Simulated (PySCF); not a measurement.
F2Mn (SMILES [F][Mn][F]), sextet (typed; the unrestricted solution is spin-contaminated), at a GFN2-xTB geometry (such geometries of metal compounds can be far from the true shape), with bond 2-1 at 1.6 times its length; PySCF with HF/6-31G*.

Input for PySCF:
```python
from pyscf import gto, scf

mol = gto.M(
    atom='''
Mn    0.00978932    0.00026683   -0.00171777
F    -0.39276806    2.05102177   -1.75731972
F     0.21461649   -1.28272985    1.10374058
''',
    basis='6-31g*',
    spin=5,
    verbose=4,
)

mf = scf.UHF(mol)
mf.diis_space = 2
mf.kernel()
```

It wrote (shortened):

```
PySCF version 2.14.0

[INPUT] verbose = 4
[INPUT] num. atoms = 3
[INPUT] num. electrons = 43
[INPUT] charge = 0
[INPUT] spin (= nelec alpha-beta = 2S) = 5
[INPUT] symmetry False subgroup None
[INPUT] Mole.unit = angstrom
[INPUT] Symbol           X                Y                Z      unit          X                Y                Z       unit  Magmom
[...]
nuclear repulsion = 123.083785291932
number of shells = 24
number of NR pGTOs = 151
number of NR cGTOs = 62
basis = 6-31g*
ecp = {}

******** <class 'pyscf.scf.uhf.UHF'> ********
method = UHF
initial guess = minao
damping factor = 0
level_shift factor = 0
DIIS = <class 'pyscf.scf.diis.CDIIS'>
diis_start_cycle = 1
diis_space = 2
diis_damp = 0
SCF conv_tol = 1e-09
SCF conv_tol_grad = None
SCF max_cycles = 50
direct_scf = True
direct_scf_tol = 1e-13
number electrons alpha = 24  beta = 19
Set gradient conv threshold to 3.16228e-05
init E= -1346.14827447399

cycle= 1 E= -1340.4462493434  delta_E=  5.7  |g|= 2.58  |ddm|= 7.67

cycle= 2 E= -1317.74882248801  delta_E= 22.7  |g|= 6.03  |ddm|= 7.69
cycle= 3 E= -1336.9990010194  delta_E= -19.3  |g|= 4.98  |ddm|= 3.55

cycle= 4 E= -1304.75709957145  delta_E= 32.2  |g|= 8.41  |ddm|= 10.1
cycle= 5 E= -1347.39143950032  delta_E= -42.6  |g|= 1.83  |ddm|= 9.59
cycle= 6 E= -1348.18669660361  delta_E= -0.795  |g|= 0.994  |ddm|= 1.51
cycle= 7 E= -1348.53171702556  delta_E= -0.345  |g|= 0.217  |ddm|= 0.579
cycle= 8 E= -1348.55905660071  delta_E= -0.0273  |g|= 0.0781  |ddm|= 0.176
cycle= 9 E= -1348.56726320884  delta_E= -0.00821  |g|= 0.0478  |ddm|= 0.107
cycle= 10 E= -1348.57013369537  delta_E= -0.00287  |g|= 0.0267  |ddm|= 0.0633
cycle= 11 E= -1348.57156078907  delta_E= -0.00143  |g|= 0.0147  |ddm|= 0.0598
cycle= 12 E= -1348.57194400516  delta_E= -0.000383  |g|= 0.00813  |ddm|= 0.0319
cycle= 13 E= -1348.57205435629  delta_E= -0.00011  |g|= 0.00679  |ddm|= 0.0119
cycle= 14 E= -1348.57212482128  delta_E= -7.05e-05  |g|= 0.00555  |ddm|= 0.00801
cycle= 15 E= -1348.57222869146  delta_E= -0.000104  |g|= 0.00516  |ddm|= 0.013
cycle= 16 E= -1348.57231091856  delta_E= -8.22e-05  |g|= 0.00451  |ddm|= 0.011
cycle= 17 E= -1348.57238708934  delta_E= -7.62e-05  |g|= 0.0045  |ddm|= 0.0112
cycle= 18 E= -1348.57240417595  delta_E= -1.71e-05  |g|= 0.00415  |ddm|= 0.00254
cycle= 19 E= -1348.5724636055  delta_E= -5.94e-05  |g|= 0.00409  |ddm|= 0.00942
cycle= 20 E= -1348.57250168633  delta_E= -3.81e-05  |g|= 0.00371  |ddm|= 0.00624
cycle= 21 E= -1348.57256613108  delta_E= -6.44e-05  |g|= 0.00379  |ddm|= 0.0115
cycle= 22 E= -1348.57256101518  delta_E= 5.12e-06  |g|= 0.00352  |ddm|= 0.00114
cycle= 23 E= -1348.57259198945  delta_E= -3.1e-05  |g|= 0.00353  |ddm|= 0.00578
cycle= 24 E= -1348.57260572655  delta_E= -1.37e-05  |g|= 0.00331  |ddm|= 0.00257
cycle= 25 E= -1348.57265645482  delta_E= -5.07e-05  |g|= 0.00339  |ddm|= 0.0102
cycle= 26 E= -1348.57264503213  delta_E= 1.14e-05  |g|= 0.00317  |ddm|= 0.00246
cycle= 27 E= -1348.57266585435  delta_E= -2.08e-05  |g|= 0.00321  |ddm|= 0.00432
cycle= 28 E= -1348.57266828591  delta_E= -2.43e-06  |g|= 0.0031  |ddm|= 0.000495
cycle= 29 E= -1348.57270138295  delta_E= -3.31e-05  |g|= 0.00315  |ddm|= 0.00714
cycle= 30 E= -1348.57269396253  delta_E= 7.42e-06  |g|= 0.00295  |ddm|= 0.00174
cycle= 31 E= -1348.57271283145  delta_E= -1.89e-05  |g|= 0.00303  |ddm|= 0.00421
cycle= 32 E= -1348.5727103031  delta_E= 2.53e-06  |g|= 0.00297  |ddm|= 0.000605
cycle= 33 E= -1348.57272460177  delta_E= -1.43e-05  |g|= 0.00298  |ddm|= 0.00323
cycle= 34 E= -1348.57272610272  delta_E= -1.5e-06  |g|= 0.00281  |ddm|= 0.00039
cycle= 35 E= -1348.57275018645  delta_E= -2.41e-05  |g|= 0.00293  |ddm|= 0.00567
cycle= 36 E= -1348.57273996798  delta_E= 1.02e-05  |g|= 0.00284  |ddm|= 0.00245
cycle= 37 E= -1348.57274321122  delta_E= -3.24e-06  |g|= 0.00285  |ddm|= 0.000758
cycle= 38 E= -1348.57275741895  delta_E= -1.42e-05  |g|= 0.00267  |ddm|= 0.00333
cycle= 39 E= -1348.57280789386  delta_E= -5.05e-05  |g|= 0.00282  |ddm|= 0.0127
cycle= 40 E= -1348.57277701569  delta_E= 3.09e-05  |g|= 0.00265  |ddm|= 0.00795
cycle= 41 E= -1348.57278080729  delta_E= -3.79e-06  |g|= 0.00267  |ddm|= 0.000948
cycle= 42 E= -1348.57278670259  delta_E= -5.9e-06  |g|= 0.00262  |ddm|= 0.00148
cycle= 43 E= -1348.57284954588  delta_E= -6.28e-05  |g|= 0.00251  |ddm|= 0.0168
cycle= 44 E= -1348.57286899782  delta_E= -1.95e-05  |g|= 0.0022  |ddm|= 0.00548
cycle= 45 E= -1348.57288483508  delta_E= -1.58e-05  |g|= 0.00227  |ddm|= 0.00475
cycle= 46 E= -1348.57288702133  delta_E= -2.19e-06  |g|= 0.00219  |ddm|= 0.000642
cycle= 47 E= -1348.57290559285  delta_E= -1.86e-05  |g|= 0.00218  |ddm|= 0.00574
cycle= 48 E= -1348.57291672088  delta_E= -1.11e-05  |g|= 0.00198  |ddm|= 0.00349
cycle= 49 E= -1348.57293478946  delta_E= -1.81e-05  |g|= 0.0021  |ddm|= 0.00601
cycle= 50 E= -1348.57292755242  delta_E= 7.24e-06  |g|= 0.00203  |ddm|= 0.00244
SCF not converged.
SCF energy = -1348.57292755242 after 50 cycles  <S^2> = 8.8701171  2S+1 = 6.0399063
```

Convergence was not reached.
